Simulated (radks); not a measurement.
Values are calculated unless marked as measured or tabulated.
Species: Ce4+. Configuration: [Xe].

Code: a radial shooting solver on a logarithmic mesh with Libxc functionals. Model: scalar-relativistic Kohn-Sham, LDA (Slater exchange, Perdew-Wang correlation), spin-polarised, spherical densities, finite nucleus; Fermi nuclear charge, rms radius 4.8771 fm.

Energy parts (eV):
| part | energy |
|---|---|
| total | -240840.12 |
| kinetic | 255191.08 |
| electron-nucleus | -581177.77 |
| Hartree | 90619.32 |
| exchange-correlation | -5472.75 |

Orbitals (lengths in bohr, moments of r in powers of bohr; <r^-3> diverges for s and p1/2):
orbital,occ.,eigenvalue (eV),<r^-3>,<1/r>
1s,2,-40269.13,-,63.28
2s,2,-6486.801,-,14.59
2p,6,-5817.543,7963,13.82
3s,2,-1432.743,-,5.291
3p,6,-1219.822,1593,5.013
3d,10,-916.3447,218.4,4.757
4s,2,-324.9629,-,2.221
4p,6,-255.1077,349.2,2.051
4d,10,-154.3880,39.68,1.796
5s,2,-79.1122,-,0.9140
5p,6,-60.2412,60.20,0.8012

The highest occupied level is 5p at -60.241 eV. The electron density at the nucleus is 3.961e+05 e/bohr^3 (large components only). Summed over all electrons, <r^2> = 34.72 bohr^2, which gives a Langevin (diamagnetic) susceptibility term of -27.5 x 10^-6 cm^3/mol. The density falls to 0.001 e/bohr^3 at r = 3.30 bohr.
